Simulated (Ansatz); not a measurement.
Reaction (cleavage of the Si–Si bond): `N[Si](N)(O)[SiH3]` + HBr → `N[Si](N)(O)Br` + SiH₄

Isolated molecules relaxed with PBE0-D4/def2-TZVP in Ansatz; ΔE leaves out vibrations. CBS: MP2 limit from def2 TZ/QZ plus the TZ coupled-cluster correction, frozen cores. This one scheme is used for every species. For Br outer-core shells are correlated without core-valence functions, which leaves a few kJ/mol of doubt a bond. Scalar relativity is left out up to krypton. One conformer a species, not always the lowest.

```csv
level,ΔE (kcal/mol)
MP2/def2-QZVPP,-32.0
SCS-MP2/def2-QZVPP,-31.6
```

What does CCSD(T)/CBS give? (Estimate.)

The calculation gave: -29.7 kcal/mol. The listed levels differ from it by -2.3, -1.9 kcal/mol.

Largest T1 diagnostic among the species: 0.012.

From PBE to PBE0 (25 % exact exchange), in def2-TZVPP and without D4, ΔE moves by −2.0 kcal/mol. In def2-TZVPP, CCSD(T) changes the Hartree–Fock value by +5.1 kcal/mol (the triples alone add +0.5 kcal/mol) and MP2 by +2.4 kcal/mol.
